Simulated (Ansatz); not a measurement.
Geometry optimisation, Ansatz 0.2.0, RKS PBE0/6-31G*.

Input file:

```yaml
crystal:
  periodic: [false, false, false]
  atoms:
    - { symbol: B, position_ang: [0.091878, 0.21283, 0.236469] }
    - { symbol: C, position_ang: [0.03034, 0.233868, 1.822166] }
    - { symbol: H, position_ang: [-0.937484, -0.077236, 2.234711] }
    - { symbol: H, position_ang: [0.83787, -0.357938, 2.269166] }
    - { symbol: H, position_ang: [0.19716, 1.265845, 2.164635] }
    - { symbol: H, position_ang: [1.108476, 0.33803, -0.386093] }
    - { symbol: F, position_ang: [-1.047452, 0.219612, -0.462628] }
    - { symbol: O, position_ang: [-0.101612, -2.372948, 0.450259] }
    - { symbol: H, position_ang: [-0.914895, -2.336032, -0.073693] }
    - { symbol: H, position_ang: [-0.36778, -1.992433, 1.316707] }
basis:
  gaussian: { orbitals: "6-31G*" }
hamiltonian:
  xc: pbe0
relax:
  f_tol: 0.03
  max_steps: 50
```

Command:

```bash
$ ansatz run input.yaml --threads 1 --pin off --max-ram 2048MiB --backend cpu --events-out ev --progress --plain --runs-dir out
```

Task: Where does it end, and by what steps?

Result: The run converged. The force dipped under the threshold on the way, but the program's further checks kept it going. After 17 steps the energy has fallen by 0.262 eV; H9 moved furthest, 0.63 Å. Joined: B1–O8 (2.60 → 1.79 Å).

| step | energy less start (eV) | largest force component (eV/Å) | accepted |
| --- | --- | --- | --- |
| 0 | 0.0000 | 0.693 | yes |
| 1 | 0.0048 | 2.180 | no |
| 2 | -0.0390 | 0.909 | yes |
| 3 | -0.0882 | 0.941 | yes |
| 4 | -0.1568 | 1.463 | yes |
| 5 | -0.2179 | 0.576 | yes |
| 6 | -0.2374 | 0.274 | yes |
| 7 | -0.2492 | 0.192 | yes |
| 8 | -0.2533 | 0.159 | yes |
| 9 | -0.2556 | 0.132 | yes |
| 10 | -0.2552 | 0.215 | no |
| 11 | -0.2573 | 0.036 | yes |
| 12 | -0.2566 | 0.165 | no |
| 13 | -0.2587 | 0.022 | yes |
| 14 | -0.2596 | 0.139 | yes |
| 15 | -0.2602 | 0.176 | yes |
| 16 | -0.2606 | 0.064 | yes |
| 17 | -0.2617 | 0.029 | yes |

```xyz
10
Properties=species:S:1:pos:R:3
B 0.003 -0.149 0.361
C 0.086 0.271 1.889
H -0.805 -0.015 2.468
H 0.968 -0.141 2.393
H 0.159 1.364 1.964
H 0.977 -0.051 -0.350
F -1.196 0.092 -0.279
O -0.078 -1.934 0.461
H -0.411 -2.190 -0.415
H -0.806 -2.113 1.079
```

Whether the end is a true minimum wasn't checked by a vibrational analysis.

Run time: 55 s on 1 thread of Arm Neoverse V1, with other jobs on the host, peak memory 0.16 GiB.
